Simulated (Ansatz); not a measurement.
Reaction (silylene loss): `[F][Ga]([F])[SiH3]` → `[F][GaH][F]` + `[SiH2]`

Program: Ansatz. Geometries: PBE0-D4/def2-TZVP. ΔE: electronic, gas phase. CBS: MP2 limit from def2 TZ/QZ plus the TZ coupled-cluster correction, frozen cores. This one scheme is used for every species. DFT in def2-TZVPP. For Ga outer-core shells are correlated without core-valence functions, which leaves a few kJ/mol of doubt a bond. Scalar relativity is left out up to krypton.

Question: Is it downhill or uphill in electronic energy at CCSD(T)/CBS, and by how much? (Estimate.)

Answer: Computed: Uphill: ΔE = +267.1 kJ/mol.

Question: What do these levels give: LDA (SPW92), CAM-B3LYP-D4, ωB97X-V, ωB97M-V, BHLYP, CCSD/def2-SVP, SCS-MP2/def2-TZVPP, CCSD/def2-TZVPP, HF/def2-QZVPP, SCS-MP2/def2-QZVPP, HF/CBS(def2), CCSD/CBS(def2)? (Best estimate.)

Answer: Ansatz gave: LDA (SPW92) 301.1, CAM-B3LYP-D4 268.6, ωB97X-V 275.3, ωB97M-V 259.3, BHLYP 261.9, CCSD/def2-SVP 246.7, SCS-MP2/def2-TZVPP 260.6, CCSD/def2-TZVPP 253.0, HF/def2-QZVPP 240.5, SCS-MP2/def2-QZVPP 265.3, HF/CBS(def2) 240.4, CCSD/CBS(def2) 262.5 kJ/mol.

Largest T1 diagnostic among the species: 0.015.

At CCSD(T), def2-SVP lies −16.6 kJ/mol from the extrapolated value and def2-TZVPP −9.5 kJ/mol. From PBE to PBE0 (25 % exact exchange), in def2-TZVPP and without D4, ΔE moves by +4.5 kJ/mol.
